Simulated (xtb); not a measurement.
germylsilane (H₆GeSi), singlet, geometry from GFN2-xTB; GFN0-xTB (xtb).

The xtb input:
```
$ xtb mol.xyz --gfn 0 --hess --json

# file mol.xyz
8

Si    -1.56704071     0.16693932     0.03758954
Ge     0.74957058    -0.07985294    -0.01798040
H     -2.14643979    -0.68810588     1.07390640
H     -1.92532104     1.55570653     0.32693199
H     -2.15072553    -0.20470937    -1.25157588
H      1.24574300    -1.41299042    -0.49700975
H      1.48093017     0.88627488    -0.90376928
H      1.44812445     0.08196777     1.30063566
```

Output, abridged:

```
   ID    Z sym.   atoms
    1   14 Si     1
    2   32 Ge     2
    3    1 H      3-8

           -------------------------------------------------
          |                Calculation Setup                |
           -------------------------------------------------

           -------------------------------------------------
          |                 G F N 0 - x T B                 |
           -------------------------------------------------

          ...................................................
          :                      SETUP                      :
          :.................................................:
          :  # basis functions                  32          :
          :  # atomic orbitals                  30          :
          :  # shells                           18          :
          :  # electrons                        14          :
          :  electronic temp.          300.0000000     K    :
          :  accuracy                    1.0000000          :
          :  -> integral cutoff          0.2500000E+02      :
          :  -> integral neglect         0.1000000E-07      :
          ...................................................

         :::::::::::::::::::::::::::::::::::::::::::::::::::::
         ::                     SUMMARY                     ::
         :::::::::::::::::::::::::::::::::::::::::::::::::::::
         :: total energy              -7.297743376673 Eh    ::
         :: gradient norm              0.016548088125 Eh/a0 ::
         :: HOMO-LUMO gap              4.854191179568 eV    ::
         ::.................................................::
         :: H0 energy                 -7.279517872092 Eh    ::
         :: repulsion energy           0.070123101752 Eh    ::
         :: electrostat energy        -0.086962989517 Eh    ::
         :: -> Gsolv                   0.000000000000 Eh    ::
         ::    -> Gsasa                0.000000000000 Eh    ::
         ::    -> Gshift               0.000000000000 Eh    ::
         :: dispersion energy         -0.001385616816 Eh    ::
         :: short-range corr.          0.000000000000 Eh    ::
         :: add. restraining           0.000000000000 Eh    ::
         :: total charge              -0.000000000000 e     ::
         :::::::::::::::::::::::::::::::::::::::::::::::::::::

           -------------------------------------------------
          |                Numerical Hessian                |
           -------------------------------------------------
step length          :   0.00500
SCC accuracy         :   0.30000
Hessian scale factor :   1.00000
frozen atoms in %    :   0.00000    0
RMS gradient         :   0.01655 !! INCOMPLETELY OPTIMIZED GEOMETRY !!
estimated CPU  time      0.00 min

writing file <hessian>.

 projected vibrational frequencies (cm⁻¹)
eigval :       -0.00    -0.00    -0.00     0.00     0.00     0.00
eigval :     -152.00   122.97   123.00   415.07   475.42   475.42
eigval :      644.01   769.48   769.49   794.52   883.84   883.85
eigval :     2003.55  2003.57  2037.04  2223.83  2223.85  2259.81
           -------------------------------------------------
          |                Property Printout                |
           -------------------------------------------------

    * Orbital Energies and Occupations

         #    Occupation            Energy/Eh            Energy/eV
      -------------------------------------------------------------
         1        2.0000           -0.6525700             -17.7573
         2        2.0000           -0.6145938             -16.7239
         3        2.0000           -0.5001143             -13.6088
         4        2.0000           -0.5001143             -13.6088
         5        2.0000           -0.4764792             -12.9657
         6        2.0000           -0.4764792             -12.9657
         7        2.0000           -0.4194082             -11.4127 (HOMO)
         8                         -0.2410200              -6.5585 (LUMO)
         9                         -0.2410200              -6.5585
        10                         -0.2180778              -5.9342
        11                         -0.1810008              -4.9253
        12                         -0.1810008              -4.9253
        13                         -0.1092337              -2.9724
        14                         -0.1092337              -2.9724
        15                         -0.1017675              -2.7692
        16                         -0.0981718              -2.6714
        17                         -0.0981718              -2.6714
        18                         -0.0481563              -1.3104
       ...                                ...                  ...
        30                          1.5029628              40.8977
      -------------------------------------------------------------
                  HL-Gap            0.1783882 Eh            4.8542 eV
             Fermi-level            0.0000000 Eh            0.0000 eV
Molecule has the following symmetry elements: (C3)
It seems to be the C3 point group

     #   Z          covCN         q      C6AA      α(0)
     1  14 Si       3.692     0.347   142.782    22.090
     2  32 Ge       3.750     0.530   176.030    23.660
     3   1 H        0.918    -0.131     6.803     4.079
     4   1 H        0.918    -0.131     6.803     4.079
     5   1 H        0.918    -0.131     6.803     4.079
     6   1 H        0.938    -0.161     8.265     4.495
     7   1 H        0.938    -0.161     8.265     4.495
     8   1 H        0.938    -0.161     8.265     4.495

 Mol. C6AA /au·bohr⁶  :       1727.511340
 Mol. C8AA /au·bohr⁸  :      81276.896058
 Mol. α(0) /au        :         71.472550

Wiberg/Mayer (AO) data.
largest (>0.10) Wiberg bond orders for each atom

 ---------------------------------------------------------------------------
     #   Z sym  total        # sym  WBO       # sym  WBO       # sym  WBO
[...]
                             3 H    0.838
     2  32 Ge   3.878 --     1 Si   0.971     6 H    0.904     7 H    0.904
                             8 H    0.904
     3   1 H    0.909 --     1 Si   0.838
     4   1 H    0.909 --     1 Si   0.838
     5   1 H    0.909 --     1 Si   0.838
     6   1 H    0.970 --     2 Ge   0.904
     7   1 H    0.970 --     2 Ge   0.904
     8   1 H    0.970 --     2 Ge   0.904
 ---------------------------------------------------------------------------

Topologies differ in total number of bonds
Writing topology from bond orders to xtbtopo.mol

 dipole moment from electron density (au)
     X       Y       Z
  -0.4957   0.0528   0.0119  total (Debye):    1.268

           -------------------------------------------------
          |               Frequency Printout                |
           -------------------------------------------------
 projected vibrational frequencies (cm⁻¹)
eigval :       -0.00    -0.00    -0.00     0.00     0.00     0.00
eigval :     -152.00   122.97   123.00   415.07   475.42   475.42
eigval :      644.01   769.48   769.49   794.52   883.84   883.85
eigval :     2003.55  2003.57  2037.04  2223.83  2223.85  2259.81
 reduced masses (amu)
   1: 14.11   2: 58.06   3: 23.84   4: 53.86   5: 34.51   6: 55.12   7:  1.01   8:  2.53
   9:  2.53  10: 37.38  11:  6.11  12:  6.11  13:  3.95  14:  1.67  15:  1.67  16:  3.86
  17:  1.63  18:  1.63  19:  1.97  20:  1.97  21:  1.28  22:  2.02  23:  2.02  24:  1.44
 IR intensities (km·mol⁻¹)
   1:  0.00   2:  0.00   3:  0.00   4:  0.00   5:  0.00   6:  0.00   7:  0.00   8: 36.67
   9: 36.67  10:  0.27  11:  1.29  12:  1.29  13: 19.33  14:  5.66  15:  5.66  16:  0.38
  17:  7.33  18:  7.33  19:  4.17  20:  4.17  21: 10.55  22:  6.59  23:  6.59  24: 12.95
 Raman intensities (Ä⁴*amu⁻¹)
   1:  0.00   2:  0.00   3:  0.00   4:  0.00   5:  0.00   6:  0.00   7:  0.00   8:  0.00
   9:  0.00  10:  0.00  11:  0.00  12:  0.00  13:  0.00  14:  0.00  15:  0.00  16:  0.00
  17:  0.00  18:  0.00  19:  0.00  20:  0.00  21:  0.00  22:  0.00  23:  0.00  24:  0.00
 output can be read by thermo (or use thermo option).
 writing <g98.out> molden fake output.
 recommended (thermochemical) frequency scaling factor: 1.0
           -------------------------------------------------
          |             Thermodynamic Functions             |
           -------------------------------------------------

c3  symmetry found (for desy threshold:  0.10E+00) used in thermo

          ...................................................
          :                      SETUP                      :
          :.................................................:
          :  # frequencies                          17      :
          :  # imaginary freq.                       1      :
          :  linear?                             false      :
          :  only rotor calc.                    false      :
          :  symmetry                               c3      :
          :  rotational number                       3      :
          :  scaling factor                  1.0000000      :
          :  rotor cutoff                   50.0000000 cm⁻¹ :
          :  imag. cutoff                  -20.0000000 cm⁻¹ :
          :.................................................:

    mode    ω/cm⁻¹     T·S(HO)/kcal·mol⁻¹    T·S(FR)/kcal·mol⁻¹   T·S(vib)
   ------------------------------------------------------------------------
       1    122.97    -0.91028 ( 97.34%)    -0.78952 (  2.66%)    -0.90707
       2    123.00    -0.91014 ( 97.34%)    -0.78945 (  2.66%)    -0.90694
   ------------------------------------------------------------------------

   temp. (K)  partition function   enthalpy   heat capacity  entropy
                                   cal/mol     cal/K/mol   cal/K/mol   J/K/mol
 298.15  VIB   8.25                 1677.793     11.955      9.801
         ROT  0.115E+05              888.752      2.981     21.568
         INT  0.952E+05             2566.546     14.935     31.369
         TR   0.107E+28             1481.254      4.968     39.895
         TOT                        4047.7994    19.9036    71.2635   298.1665

       T/K    H(0)-H(T)+PV         H(T)/Eh          T*S/Eh         G(T)/Eh
   ------------------------------------------------------------------------
    298.15    0.645058E-02    0.499835E-01    0.338596E-01    0.161239E-01
   ------------------------------------------------------------------------

         :::::::::::::::::::::::::::::::::::::::::::::::::::::
         ::                  THERMODYNAMIC                  ::
         :::::::::::::::::::::::::::::::::::::::::::::::::::::
         :: total free energy          -7.281619500810 Eh   ::
         ::.................................................::
         :: total energy               -7.297743376673 Eh   ::
         :: zero point energy           0.043532891463 Eh   ::
         :: G(RRHO) w/o ZPVE           -0.027409015600 Eh   ::
         :: G(RRHO) contrib.            0.016123875863 Eh   ::
         :::::::::::::::::::::::::::::::::::::::::::::::::::::
imag cut-off (cm-1) :    5.00
 found            1  significant imaginary frequency
 writing imag mode distorted coords to xtbhess.xyz
 for further optimization.

           -------------------------------------------------
          | TOTAL ENERGY               -7.297743376673 Eh   |
          | TOTAL ENTHALPY             -7.247759906223 Eh   |
          | TOTAL FREE ENERGY          -7.281619500810 Eh   |
          | GRADIENT NORM               0.016548088125 Eh/α |
          | HOMO-LUMO GAP               4.854191179568 eV   |
           -------------------------------------------------
########################################################################
[WARNING] Runtime exception occurred
-1- hessian_numhess: Hessian on incompletely optimized geometry!
########################################################################

normal termination of xtb
```
